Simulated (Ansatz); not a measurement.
Ti3Cl3: single points at one geometry.

```yaml
crystal:
  periodic: [false, false, false]
  atoms:
    - {symbol: Ti, position_ang: [0.602997, -0.577741, -1.080274]}
    - {symbol: Ti, position_ang: [-0.758858, -1.033125, 0.463398]}
    - {symbol: Ti, position_ang: [0.321643, 1.268440, 0.651173]}
    - {symbol: Cl, position_ang: [-0.669738, 3.259548, 0.378946]}
    - {symbol: Cl, position_ang: [-1.161082, -2.170337, -1.666276]}
    - {symbol: Cl, position_ang: [1.665038, -0.746775, 1.253043]}
basis:
  gaussian: {orbitals: def2-TZVP, initial_orbitals: start.molden}
magnetization: {spin_polarized: true, initial_magnetization: 1}
hamiltonian: {xc: pbe}
correlation: {method: rpa}
scf: {omitted_lower_state_checks: [starts]}
```

The file start.molden holds the orbitals of an earlier run on this structure, at another level or in another basis.

```sh
$ ansatz run in.yaml --threads 4 --pin off --events-out ev --progress --plain --max-ram 4787MiB
```

It prints (some lines left out):

```
Functional definition: PBE
1833 factors; integrals over basis functions are off by at most 6.8e-4 eV
mean field evaluation 1: about -106884.4213 eV, gradient 1.2e1 eV
mean field evaluation 2: about -106884.9904 eV, gradient 1.2e0 eV
mean field evaluation 4: about -106885.2236 eV, gradient 2.5e-1 eV
mean field evaluation 8: about -106885.2275 eV, gradient 7.2e-3 eV
mean field -106885.22746520 eV, -3927.9596599369 hartree, gradient 2.5e-6 eV, S^2 1.710933; 0 other end points of the search recorded, 0 dependent functions left out
30 core orbitals not correlated: weight in the atoms' cores, before any rotation towards them, 1.000 or more for the frozen orbitals, at most 0.000 for the correlated occupied ones
reference -106764.51232567 eV, -3923.5234603826 hartree; 29, 28 occupied and 187, 188 virtual orbitals, 1833 factors
Total energy: -106837.96845192 eV, -3926.2229232320 hartree
Checks for a lower state left out: starts
```

Run time 25 s (4 threads of Arm Neoverse V1 on a shared host), peak host memory 0.89 GiB.

First input, but with `gaussian: {orbitals: def2-SVP, initial_orbitals: start.molden}`, `hamiltonian: {xc: pbe0, dispersion: d4}`, `output: {orbitals: {seedname: orbitals}}` and without the key `correlation` (abridged; 23 s):

```
Functional definition: PBE0
mean field -106866.22562055 eV, -3927.2613550260 hartree, gradient 9.3e-6 eV, S^2 2.583359
Total energy: -106866.50063709 eV, -3927.2714616974 hartree
Checks for a lower state left out: starts
```

First input, but with `hamiltonian: {xc: {name: B97M-V}}`, `output: {orbitals: {seedname: orbitals}}` and without the key `correlation` (abridged; 2.8 min):

```
Functional definition: B97M-V
mean field evaluation 16: about -106890.3359 eV, gradient 7.1e-5 eV
mean field -106890.33587563 eV, -3928.1473905574 hartree, gradient 3.9e-6 eV, S^2 1.985384
Total energy: -106890.33595809 eV, -3928.1473935879 hartree
Checks for a lower state left out: starts
```

The first input with `hamiltonian: {xc: {name: B3LYP}, dispersion: d4}`, `output: {orbitals: {seedname: orbitals}}` and without the key `correlation` (abridged; 48 s):

```
Functional definition: B3LYP
mean field evaluation 16: about -106919.3161 eV, gradient 6.7e-6 eV
mean field -106919.31611272 eV, -3929.2123946270 hartree, gradient 2.3e-6 eV, S^2 2.111982
Total energy: -106919.84225963 eV, -3929.2317301694 hartree
Checks for a lower state left out: starts
```

As the first input, with `hamiltonian: {xc: {name: revPBE}, dispersion: d4}`, `output: {orbitals: {seedname: orbitals}}` and without the key `correlation` (abridged; 23 s):

```
Functional definition: revPBE
mean field evaluation 16: about -106903.3303 eV, gradient 3.3e-5 eV
mean field -106903.33032487 eV, -3928.6249277592 hartree, gradient 1.7e-6 eV, S^2 1.749507
Total energy: -106903.94281692 eV, -3928.6474364267 hartree
Checks for a lower state left out: starts
```

The first input with `hamiltonian: {xc: pbe, dispersion: d4}`, `output: {forces: true, orbitals: {seedname: orbitals}}` and without the key `correlation` (abridged; 17 s):

```
Functional definition: PBE
mean field evaluation 16: about -106885.2275 eV, gradient 1.9e-5 eV
mean field -106885.22749489 eV, -3927.9596610279 hartree, gradient 8.0e-6 eV, S^2 1.710929
Total energy: -106885.54389160 eV, -3927.9712883925 hartree
Atom 0 force     0.216815    -0.119547    -0.323096 eV/Å
Atom 1 force    -0.236923    -0.265225     0.189903 eV/Å
Atom 2 force     0.180597     0.058553     0.182095 eV/Å
Atom 3 force    -0.035811     0.078626    -0.008663 eV/Å
Atom 4 force     0.107481     0.118768     0.130361 eV/Å
Atom 5 force    -0.232159     0.128826    -0.170600 eV/Å
Dipole moment:     0.421357    -0.664645     0.172882 e Å
Checks for a lower state left out: starts
```

The first input with `gaussian: {orbitals: STO-3G}`, `hamiltonian: {xc: hf}`, `output: {orbitals: {seedname: orbitals}}` and without the key `correlation` (abridged; 4.3 s):

```
Functional definition: HF
mean field evaluation 16: about -105662.5014 eV, gradient 6.9e-3 eV
mean field -105662.50137881 eV, -3883.0253050554 hartree, gradient 7.9e-6 eV, S^2 2.482047
Total energy: -105662.50137881 eV, -3883.0253050554 hartree
Checks for a lower state left out: starts
```

Geometry: PBE-D4/def2-SVP.

B3LYP takes the VWN-RPA correlation. Correlated methods freeze 30 core orbitals; core or outer-core shells of Ti are correlated, in sets that lack core-valence functions. At RPA@PBE/def2-TZVP, PBE0-D4/def2-SVP, B97M-V/def2-TZVP, B3LYP-D4/def2-TZVP and others the charge 0 doublet is spin-contaminated (final ⟨S²⟩ up to 2.58, 0.75 for a pure state). No other spin state of charge 0 was run. The geometry of the doublet was relaxed on an unsound state (⟨S²⟩ 1.69, where a pure state has 0.75). Another isomer (doublet) lies 0.04 eV lower at PBE0-D4/def2-TZVP; other spin states weren't run for this one.
